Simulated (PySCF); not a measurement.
## Gallium: a sound run and one with changed settings

Sound run: Ga²⁺ [Ar] 3d10 4s1, Ga³⁺ [Ar] 3d10. Computed with PySCF 2.14 in cc-pVDZ-DK (5s4p2d, 27 functions), with scalar relativity by spin-free X2C-1e. The sound run starts from symmetry-adapted Hartree-Fock orbitals and uses a fine grid where one is needed.

Changed run: initial guess 1e, at most 50 SCF cycles.

```
species  method  sound run (hartree)  changed run (hartree)  converged
   Ga²⁺     UHF          -1941.19076            -1941.19076        yes
   Ga²⁺   M06-L          -1942.69353            -1942.69353        yes
   Ga²⁺    MN15          -1944.03076            -1944.03076        yes
   Ga³⁺     UHF          -1940.09939            -1940.09939        yes
   Ga³⁺   M06-L          -1941.56696            -1941.56696        yes
   Ga³⁺    MN15          -1942.90718            -1942.90718        yes
```

Here the plain start reaches the same solutions.
